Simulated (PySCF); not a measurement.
Start geometry of `O=S(=O)(F)C1=CC=CC=C1` from GFN2-xTB (Å):
```
atom  x, y, z in Å
O1     2.9483   -0.5512   -1.0984
S2     2.3588    0.1521   -0.0157
O3     2.8382    1.4308    0.3713
F4     2.5664   -0.8177    1.3064
C5     0.5960    0.0800   -0.0565
C6    -0.0028   -0.9393   -0.7640
C7    -1.3864   -1.0231   -0.7599
C8    -2.1306   -0.0922   -0.0500
C9    -1.5062    0.9272    0.6540
C10   -0.1227    1.0163    0.6537
H11    0.6169   -1.6381   -1.3016
H12   -1.8832   -1.8117   -1.3032
H13   -3.2082   -0.1618   -0.0451
H14   -2.0952    1.6462    1.2020
H15    0.4065    1.7905    1.1851
```

Q: What comes out of this run: PBE0-D3(BJ)/def2-SVP geometry optimisation, gas phase (PySCF 2.14.0)?

A: 
```
atom  x, y, z in Å
O1     2.8973   -0.4954   -1.2414
S2     2.3654    0.1748   -0.0823
O3     2.7930    1.4876    0.3289
F4     2.6857   -0.7973    1.1617
C5     0.6089    0.0722   -0.0586
C6    -0.0154   -0.9555   -0.7638
C7    -1.4036   -1.0432   -0.7174
C8    -2.1387   -0.1148    0.0209
C9    -1.4958    0.9119    0.7130
C10   -0.1080    1.0131    0.6790
H11    0.5843   -1.6603   -1.3426
H12   -1.9147   -1.8391   -1.2630
H13   -3.2281   -0.1896    0.0531
H14   -2.0782    1.6399    1.2816
H15    0.4221    1.8108    1.2028
```

The energy falls by 0.107 eV over 10 energy and gradient evaluations, the largest force component goes from 0.0297 to 3.9e-04 Eh/bohr, and the atoms move by 0.036 Å rms after alignment. The bond that changes most is S2–F4 (sulfonyl sulfur to sulfur-bound fluorine), which shortens by 0.042 Å. Bonds longer at the end by more than 0.005 Å: 13 of 15; shorter: 2. Among the angles that change most is O3–S2–C5, from 112.4° to 110.2°. Rotational constants go from 2633, 837.9, 737.4 to 2606, 836.8, 730.3 MHz. The orientation of the end geometry is arbitrary; only internal coordinates are fixed.

The run used 169 basis functions and 72 SCF cycles in all. On an Arm Neoverse V2 with one thread, no GPU, on a shared host, this took 2.4 min of wall time.

No frequency check. The numbers are those of one conformer.
